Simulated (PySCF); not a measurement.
Electron correlation in Sb (antimony, neutral)

[Kr] 4d10 5s2 5p3, high-spin 4S determinant. Computed with PySCF 2.14 in x2c-TZVPPall (8s6p4d2f, 60 functions), with scalar relativity by spin-free X2C-1e. Frozen: [Kr] 4d10; 5 electrons correlated.

```json
{"level": "CCSD", "correlation energy (mhartree)": "-71.14"}
{"level": "(T)", "correlation energy (mhartree)": "-2.30"}
{"level": "CCSD(T)", "correlation energy (mhartree)": "-73.44"}
```

Diagnostics: T1 = 0.0033, D1 = 0.0094, largest double amplitude 0.058.

Cost of the coupled-cluster step: roughly 1 core-seconds, for 5 correlated electrons.
